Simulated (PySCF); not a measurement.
PySCF input for GeH6Sn, SMILES [SnH3][GeH3], TDA-ωB97X/def2-SVPD. The structure is a stationary point at PBE0-D3(BJ)/def2-TZVP. The def2 effective core potentials stand for the cores of Sn; spin–orbit coupling is left out.

```python
import numpy as np
from pyscf import gto, scf, dft, tdscf

mol = gto.M(
    atom='''
    Sn    0.00000000    0.00000000   -1.02997163
    Ge   -0.00000000    0.00000000    1.56480691
    H     1.38520648    0.79974933   -1.62675355
    H    -1.38520649    0.79974933   -1.62675356
    H     0.00000001   -1.59949867   -1.62675355
    H     1.24758532   -0.72029372    2.10167355
    H    -1.24758532   -0.72029372    2.10167356
    H    -0.00000000    1.44058744    2.10167355
    ''',
    basis='def2-SVPD',
    ecp={'Sn': 'def2-svp'},
    charge=0,
    spin=0,
    symmetry=True,
    max_memory=1600,
    verbose=4,
)
mf = dft.RKS(mol, xc='wb97x').density_fit(auxbasis='def2-universal-jkfit')
mf.grids.level = 3
mf.conv_tol = 1e-9
mf.max_cycle = 100
mf.kernel()
mf.grids = dft.Grids(mol).set(level=1).build(with_non0tab=True)  # coarser grid for the response kernel
td = tdscf.TDA(mf)
td.singlet = True
td.nstates = 10
td.conv_tol = 1e-4
td.kernel(x0=td.get_init_guess(mf, 15))
td.analyze()
tt = tdscf.TDA(mf)
tt.singlet = False
tt.nstates = 4
tt.conv_tol = 1e-4
tt.kernel(x0=tt.get_init_guess(mf, 9))
tt.analyze(verbose=3)
```

Log of the run:

```
PySCF version 2.14.0

[INPUT] verbose = 4
[INPUT] num. atoms = 8
[INPUT] num. electrons = 60
[INPUT] charge = 0
[INPUT] spin (= nelec alpha-beta = 2S) = 0
[INPUT] symmetry True subgroup None
[INPUT] Mole.unit = angstrom
[INPUT] Symbol           X                Y                Z      unit          X                Y                Z       unit  Magmom
[INPUT]  1 Sn     0.000000000000   0.000000000000  -1.029971630000 AA    0.000000000000   0.000000000000  -1.946364296772 Bohr   0.0
[INPUT]  2 Ge     0.000000000000   0.000000000000   1.564806910000 AA    0.000000000000   0.000000000000   2.957056497727 Bohr   0.0
[INPUT]  3 H      1.385206480000   0.799749330000  -1.626753550000 AA    2.617660873173   1.511307202004  -3.074118681664 Bohr   0.0
[INPUT]  4 H     -1.385206490000   0.799749330000  -1.626753560000 AA   -2.617660892070   1.511307202004  -3.074118700561 Bohr   0.0
[INPUT]  5 H      0.000000010000  -1.599498670000  -1.626753550000 AA    0.000000018897  -3.022614422906  -3.074118681664 Bohr   0.0
[INPUT]  6 H      1.247585320000  -0.720293720000   2.101673550000 AA    2.357594571828  -1.361157860044   3.971587412742 Bohr   0.0
[INPUT]  7 H     -1.247585320000  -0.720293720000   2.101673560000 AA   -2.357594571828  -1.361157860044   3.971587431640 Bohr   0.0
[INPUT]  8 H      0.000000000000   1.440587440000   2.101673550000 AA    0.000000000000   2.722315720088   3.971587412742 Bohr   0.0

nuclear repulsion = 223.76460568486
point group symmetry = C3v, use subgroup Cs
symmetry origin: [-5.04646829e-18 -2.14741608e-10 -8.16018084e-09]
symmetry axis x: [ 2.16278232e-09  1.00000000e+00 -7.32714019e-12]
symmetry axis y: [9.44957137e-12 7.32714017e-12 1.00000000e+00]
symmetry axis z: [ 1.00000000e+00 -2.16278232e-09 -9.44957135e-12]
num. orbitals of irrep A' = 76
num. orbitals of irrep A" = 42
number of shells = 50
number of NR pGTOs = 207
number of NR cGTOs = 118
basis = def2-SVPD
ecp = {'Sn': 'def2-svp'}


[settings echo left out]
init E= -2270.47284713045
HOMO (A') = -0.638983253173954  LUMO (A') = -0.459986273480496  gap/eV = 4.87076
cycle= 1 E= -2293.53670556898  delta_E= -23.1  |g|=  2.3  |ddm|= 7.36
HOMO (A') = -0.173567575375797  LUMO (A') = 0.0349798362939758  gap/eV = 5.67486
cycle= 2 E= -2294.15992027825  delta_E= -0.623  |g|= 1.81  |ddm|= 6.02
HOMO (A') = -0.33272698797375  LUMO (A') = 0.0500024211406285  gap/eV = 10.41460
cycle= 3 E= -2294.70146734051  delta_E= -0.542  |g|=  0.1  |ddm|= 1.88
HOMO (A') = -0.373730789165573  LUMO (A') = 0.0494970912225651  gap/eV = 11.51662
cycle= 4 E= -2294.70380682194  delta_E= -0.00234  |g|= 0.0651  |ddm|= 0.163
HOMO (A') = -0.370670535648032  LUMO (A') = 0.0518545502476411  gap/eV = 11.49749
cycle= 5 E= -2294.7043027031  delta_E= -0.000496  |g|= 0.0132  |ddm|= 0.0605
HOMO (A') = -0.370205744174887  LUMO (A') = 0.0523418938551845  gap/eV = 11.49811
cycle= 6 E= -2294.70435544178  delta_E= -5.27e-05  |g|= 0.00218  |ddm|= 0.0225
HOMO (A') = -0.370468537042751  LUMO (A') = 0.0524008617952327  gap/eV = 11.50686
cycle= 7 E= -2294.70435873  delta_E= -3.29e-06  |g|= 0.000363  |ddm|= 0.0072
HOMO (A') = -0.370426926177111  LUMO (A') = 0.0524439179476419  gap/eV = 11.50690
cycle= 8 E= -2294.70435887147  delta_E= -1.41e-07  |g|= 7.5e-05  |ddm|= 0.00224
HOMO (A') = -0.370445594601482  LUMO (A') = 0.0524424383484394  gap/eV = 11.50737
cycle= 9 E= -2294.70435887672  delta_E= -5.25e-09  |g|= 2.03e-05  |ddm|= 0.000425
HOMO (A') = -0.370440804919022  LUMO (A') = 0.0524429549056556  gap/eV = 11.50725
cycle= 10 E= -2294.70435887698  delta_E= -2.58e-10  |g|= 4.03e-06  |ddm|= 8.36e-05
HOMO (A') = -0.370441999846422  LUMO (A') = 0.0524420511127851  gap/eV = 11.50726
Extra cycle  E= -2294.70435887699  delta_E= -1.05e-11  |g|= 2.8e-06  |ddm|= 1.52e-05
converged SCF energy = -2294.70435887699
tot grids = 30280


******** <class 'pyscf.tdscf.rks.TDA'> for <class 'pyscf.df.df_jk.DFSymAdaptedRKS'> ********
nstates = 10 singlet
deg_eia_thresh = 1.000e-03
wfnsym = None
conv_tol = 0.0001
eigh lindep = 1e-12
eigh level_shift = 0
eigh max_cycle = 100


Excitation energies (eV)
[7.30988539 7.30999272 7.31316177 7.41322679 8.07067538 8.07136743
 8.28367517 8.28376714 8.31297513 8.41814318]

** Singlet excitation energies and oscillator strengths **
Excited State   1:   A'      7.30989 eV    169.61 nm  f=0.0290
      30 -> 33       -0.66113
Excited State   2:   A"      7.30999 eV    169.61 nm  f=0.0289
      30 -> 34        0.66118
Excited State   3:   A'      7.31316 eV    169.54 nm  f=0.1104
      30 -> 31       -0.15283
      30 -> 32        0.67657
Excited State   4:   A'      7.41323 eV    167.25 nm  f=0.8685
      30 -> 31        0.65655
      30 -> 32        0.15646
Excited State   5:   A"      8.07068 eV    153.62 nm  f=0.0029
      30 -> 36        0.68079
Excited State   6:   A'      8.07137 eV    153.61 nm  f=0.0029
      30 -> 35        0.68075
Excited State   7:   A'      8.28368 eV    149.67 nm  f=0.1243
      29 -> 31        0.65224
      29 -> 37        0.13032
      29 -> 39       -0.11358
Excited State   8:   A"      8.28377 eV    149.67 nm  f=0.1243
      28 -> 31       -0.65229
      28 -> 37       -0.13034
      28 -> 39        0.11352
Excited State   9:   A"      8.31298 eV    149.15 nm  f=0.0000
      28 -> 33       -0.45426
      28 -> 35        0.15496
      29 -> 34        0.45416
      29 -> 36       -0.15492
Excited State  10:   A"      8.41814 eV    147.28 nm  f=0.0462
      28 -> 32       -0.60385
      28 -> 33        0.16851
      28 -> 37        0.18090
      29 -> 34        0.16884

** Transition electric dipole moments (AU) **
state          X           Y           Z        Dip. S.      Osc.
  1        -0.0000     -0.4019     -0.0122      0.1617      0.0290
  2         0.4019      0.0000      0.0000      0.1615      0.0289
  3         0.0000     -0.0045      0.7848      0.6159      0.1104
  4         0.0000      0.0005     -2.1867      4.7818      0.8685
  5         0.1213      0.0000      0.0000      0.0147      0.0029
  6         0.0000      0.1218     -0.0000      0.0148      0.0029
  7         0.0000     -0.7825     -0.0003      0.6124      0.1243
  8         0.7826      0.0000      0.0000      0.6125      0.1243
  9        -0.0002     -0.0000      0.0000      0.0000      0.0000
 10         0.4734      0.0000     -0.0000      0.2241      0.0462

WARN: ECP detected. Skipping calculation of transition velocity and magnetic dipole moments, which have not yet been implemented.



******** <class 'pyscf.tdscf.rks.TDA'> for <class 'pyscf.df.df_jk.DFSymAdaptedRKS'> ********
nstates = 4 triplet
deg_eia_thresh = 1.000e-03
wfnsym = None
conv_tol = 0.0001
eigh lindep = 1e-12
eigh level_shift = 0
eigh max_cycle = 100


Excitation energies (eV)
[6.22402615 6.56017156 6.56017676 7.06065132]

** Triplet excitation energies and oscillator strengths **
Excited State   1:   A'      6.22403 eV    199.20 nm  f=0.0000
Excited State   2:   A"      6.56017 eV    189.00 nm  f=0.0000
Excited State   3:   A'      6.56018 eV    189.00 nm  f=0.0000
Excited State   4:   A'      7.06065 eV    175.60 nm  f=0.0000
```

The calculation finished and met its thresholds.
